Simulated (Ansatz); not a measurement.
Reaction (cleavage of the Si–Sb bond): `[CH3][AlH][SiH2][SbH2]` + H₂Se → `[CH3][AlH][SiH2][SeH]` + `[SbH3]`

Gas-phase electronic energies from Ansatz, PBE0-D4/def2-TZVP geometries. CCSD(T)/CBS is the MP2 limit (def2-TZVPP, def2-QZVPP) plus CCSD(T) − MP2 in def2-TZVPP, frozen cores. Functionals use def2-TZVPP. Elements past krypton have def2 core potentials. For Sb, Se outer-core shells are correlated without core-valence functions, which leaves a few kJ/mol of doubt a bond. Scalar relativity is left out up to krypton. Each species was taken in one conformer, which may not be the lowest.

`[CH3][AlH][SiH2][SbH2]`:

```xyz
12

C    -0.356   -1.863   -0.618
Al    0.490   -0.125   -0.910
Si   -0.596    1.888   -0.142
Sb    0.959    1.279    1.881
H     0.381   -2.639   -0.391
H    -1.082   -1.832    0.198
H    -0.891   -2.175   -1.521
H     1.836    0.106   -1.725
H    -0.190    3.258   -0.553
H    -1.966    1.935    0.437
H     1.628   -0.010    0.881
H    -0.212    0.177    2.463
```

H₂Se:

Z-matrix (Å, degrees):
```
Se
H 1 1.467
H 1 1.467 2 91.2
```

`[CH3][AlH][SiH2][SeH]`:

```xyz
11

C    -0.255    2.376   -0.223
Al    0.685    0.727    0.226
Si   -0.380   -1.474   -0.054
Se    1.167   -3.040    0.588
H     0.239    2.868   -1.070
H    -0.214    3.085    0.610
H    -1.303    2.225   -0.492
H     2.177    0.781    0.776
H    -0.800   -1.732   -1.463
H    -1.614   -1.621    0.773
H     0.298   -4.196    0.328
```

`[SbH3]`:

Z-matrix (Å, degrees):
```
Sb
H 1 1.707
H 1 1.707 2 91.4
H 1 1.707 2 91.4 3 91.4
```

Problem. Is it downhill or uphill in electronic energy at CCSD(T)/CBS, and by how much? (Best estimate.)

Solution. Ansatz gave: Nearly level: ΔE = -0.2 kcal/mol.

Problem. What do these levels give: revPBE-D4, BLYP-D4, r2SCAN-D4, CAM-B3LYP-D4, ωB97M-V, PBE-QIDH, BLYP, r2SCAN, CAM-B3LYP, LC-ωPBE, MP2/def2-SVP, SCS-MP2/def2-TZVPP? (Estimate.)

Solution. The calculation gave: revPBE-D4 1.4, BLYP-D4 -0.9, r2SCAN-D4 0.2, CAM-B3LYP-D4 -3.2, ωB97M-V -1.2, PBE-QIDH -0.9, BLYP -3.4, r2SCAN -0.1, CAM-B3LYP -4.5, LC-ωPBE -2.7, MP2/def2-SVP -1.5, SCS-MP2/def2-TZVPP -2.5 kcal/mol.

Largest T1 diagnostic among the species: 0.014.

From BLYP to BHLYP (50 % exact exchange), in def2-TZVPP and without D4, ΔE moves by −1.8 kcal/mol. At CCSD(T), def2-SVP lies −1.0 kcal/mol from the extrapolated value and def2-TZVPP −1.1 kcal/mol.
